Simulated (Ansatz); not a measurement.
Ansatz (an electronic-structure program) input (B3LYP-D3(BJ)/def2-TZVP):

Ansatz 0.2 input:
```yaml
crystal:
  periodic: [false, false, false]
  atoms:
    - {symbol: Hf, position_ang: [-0.00000000, -0.00000000, -0.20809134]}
    - {symbol: F, position_ang: [0.00000000, 0.00000000, 1.66473072]}
basis:
  gaussian:
    orbitals: def2-TZVP
hamiltonian:
  xc: b3lyp
  dispersion: d3bj
magnetization: {spin_polarized: true, initial_magnetization: 1}
phonons: {temperatures: {t_min: 298.15, t_max: 298.15, t_step: 100}}
```

Output:

```
Functional definition: B3LYP
integrals: 0.01 GiB planned
529 factors; their error is unknown
mean field: 0.20 GiB planned
mean field evaluation 1: about -4021.8447 eV, gradient 2.9e1 eV
mean field evaluation 2: about -3997.8301 eV, gradient 9.3e1 eV
mean field evaluation 4: about -4024.4545 eV, gradient 2.0e0 eV
mean field evaluation 8: about -4024.4751 eV, gradient 5.9e-2 eV
mean field evaluation 16: about -4024.4902 eV, gradient 6.4e-5 eV
mean field evaluation 32: about -4023.8038 eV, gradient 3.0e0 eV
mean field -4024.49016447 eV, -147.8972856469 hartree, gradient 1.8e-5 eV, S^2 0.768058; 3 other end points of the search recorded, 0 dependent functions left out
the calculation of the forces begins
reference -4024.49034142 eV, -147.8972921497 hartree; 11, 10 occupied and 60, 61 virtual orbitals, 529 factors
these checks for a lower state are left out or cut short: stability, starts, cluster_reference, orbital_swaps, neighbouring_geometries, increment
integrals: 0.01 GiB planned
529 factors; their error is unknown
mean field: 0.20 GiB planned
mean field -4024.49016447 eV, -147.8972856469 hartree, gradient 2.5e-6 eV, S^2 0.768059; 0 other end points of the search recorded, 0 dependent functions left out
the calculation of the forces begins
reference -4024.49034142 eV, -147.8972921497 hartree; 11, 10 occupied and 60, 61 virtual orbitals, 529 factors
these checks for a lower state are left out or cut short: stability, starts, cluster_reference, orbital_swaps, neighbouring_geometries, increment
integrals: 0.01 GiB planned
529 factors; their error is unknown
mean field: 0.20 GiB planned
mean field -4024.49016447 eV, -147.8972856469 hartree, gradient 2.5e-6 eV, S^2 0.768059; 0 other end points of the search recorded, 0 dependent functions left out
the calculation of the forces begins
reference -4024.49034142 eV, -147.8972921497 hartree; 11, 10 occupied and 60, 61 virtual orbitals, 529 factors
these checks for a lower state are left out or cut short: stability, starts, cluster_reference, orbital_swaps, neighbouring_geometries, increment
integrals: 0.01 GiB planned
529 factors; their error is unknown
mean field: 0.20 GiB planned
mean field -4024.49016447 eV, -147.8972856469 hartree, gradient 2.5e-6 eV, S^2 0.768059; 0 other end points of the search recorded, 0 dependent functions left out
the calculation of the forces begins
reference -4024.49034142 eV, -147.8972921497 hartree; 11, 10 occupied and 60, 61 virtual orbitals, 529 factors
these checks for a lower state are left out or cut short: stability, starts, cluster_reference, orbital_swaps, neighbouring_geometries, increment
integrals: 0.01 GiB planned
529 factors; their error is unknown
mean field: 0.20 GiB planned
mean field evaluation 64: about -4024.4902 eV, gradient 2.6e-6 eV
mean field -4024.49016447 eV, -147.8972856469 hartree, gradient 2.5e-6 eV, S^2 0.768059; 0 other end points of the search recorded, 0 dependent functions left out
the calculation of the forces begins
reference -4024.49034142 eV, -147.8972921497 hartree; 11, 10 occupied and 60, 61 virtual orbitals, 529 factors
these checks for a lower state are left out or cut short: stability, starts, cluster_reference, orbital_swaps, neighbouring_geometries, increment
integrals: 0.01 GiB planned
529 factors; their error is unknown
mean field: 0.20 GiB planned
mean field -4024.49007723 eV, -147.8972824407 hartree, gradient 2.6e-6 eV, S^2 0.767927; 0 other end points of the search recorded, 0 dependent functions left out
the calculation of the forces begins
reference -4024.49025412 eV, -147.8972889416 hartree; 11, 10 occupied and 60, 61 virtual orbitals, 529 factors
these checks for a lower state are left out or cut short: stability, starts, cluster_reference, orbital_swaps, neighbouring_geometries, increment
integrals: 0.01 GiB planned
529 factors; their error is unknown
mean field: 0.20 GiB planned
mean field -4024.49007961 eV, -147.8972825283 hartree, gradient 2.7e-6 eV, S^2 0.768191; 0 other end points of the search recorded, 0 dependent functions left out
the calculation of the forces begins
reference -4024.49025661 eV, -147.8972890331 hartree; 11, 10 occupied and 60, 61 virtual orbitals, 529 factors
these checks for a lower state are left out or cut short: stability, starts, cluster_reference, orbital_swaps, neighbouring_geometries, increment
integrals: 0.01 GiB planned
529 factors; their error is unknown
mean field: 0.20 GiB planned
mean field -4024.49016447 eV, -147.8972856469 hartree, gradient 2.5e-6 eV, S^2 0.768059; 0 other end points of the search recorded, 0 dependent functions left out
the calculation of the forces begins
reference -4024.49034142 eV, -147.8972921497 hartree; 11, 10 occupied and 60, 61 virtual orbitals, 529 factors
these checks for a lower state are left out or cut short: stability, starts, cluster_reference, orbital_swaps, neighbouring_geometries, increment
integrals: 0.01 GiB planned
529 factors; their error is unknown
mean field: 0.20 GiB planned
mean field evaluation 96: about -4024.4902 eV, gradient 2.6e-6 eV
mean field -4024.49016447 eV, -147.8972856469 hartree, gradient 2.5e-6 eV, S^2 0.768059; 0 other end points of the search recorded, 0 dependent functions left out
the calculation of the forces begins
reference -4024.49034142 eV, -147.8972921497 hartree; 11, 10 occupied and 60, 61 virtual orbitals, 529 factors
these checks for a lower state are left out or cut short: stability, starts, cluster_reference, orbital_swaps, neighbouring_geometries, increment
integrals: 0.01 GiB planned
529 factors; their error is unknown
mean field: 0.20 GiB planned
mean field -4024.49016447 eV, -147.8972856469 hartree, gradient 2.5e-6 eV, S^2 0.768059; 0 other end points of the search recorded, 0 dependent functions left out
the calculation of the forces begins
reference -4024.49034142 eV, -147.8972921497 hartree; 11, 10 occupied and 60, 61 virtual orbitals, 529 factors
these checks for a lower state are left out or cut short: stability, starts, cluster_reference, orbital_swaps, neighbouring_geometries, increment
integrals: 0.01 GiB planned
529 factors; their error is unknown
mean field: 0.20 GiB planned
mean field -4024.49016447 eV, -147.8972856469 hartree, gradient 2.5e-6 eV, S^2 0.768059; 0 other end points of the search recorded, 0 dependent functions left out
the calculation of the forces begins
reference -4024.49034142 eV, -147.8972921497 hartree; 11, 10 occupied and 60, 61 virtual orbitals, 529 factors
these checks for a lower state are left out or cut short: stability, starts, cluster_reference, orbital_swaps, neighbouring_geometries, increment
integrals: 0.01 GiB planned
529 factors; their error is unknown
mean field: 0.20 GiB planned
mean field -4024.49007961 eV, -147.8972825283 hartree, gradient 2.7e-6 eV, S^2 0.768191; 0 other end points of the search recorded, 0 dependent functions left out
the calculation of the forces begins
reference -4024.49025661 eV, -147.8972890331 hartree; 11, 10 occupied and 60, 61 virtual orbitals, 529 factors
these checks for a lower state are left out or cut short: stability, starts, cluster_reference, orbital_swaps, neighbouring_geometries, increment
integrals: 0.01 GiB planned
529 factors; their error is unknown
mean field: 0.20 GiB planned
mean field evaluation 128: about -4024.4901 eV, gradient 2.7e-6 eV
mean field -4024.49007723 eV, -147.8972824407 hartree, gradient 2.6e-6 eV, S^2 0.767927; 0 other end points of the search recorded, 0 dependent functions left out
the calculation of the forces begins
reference -4024.49025412 eV, -147.8972889416 hartree; 11, 10 occupied and 60, 61 virtual orbitals, 529 factors
Total energy: -4024.52075580 eV, -147.8984098575 hartree
Atom 0 at    -0.000000    -0.000000    -0.208091 Å, force     0.000000    -0.000000    -0.000070 eV/Å
Atom 1 at     0.000000     0.000000     1.664731 Å, force    -0.000000     0.000000     0.000070 eV/Å
Dipole moment:    -0.000000     0.000000    -0.404564 e Å
Vibrations: 660.44 cm⁻¹, zero-point energy 0.040942 eV
```

The spin state was set by rule; other spins were not relaxed.
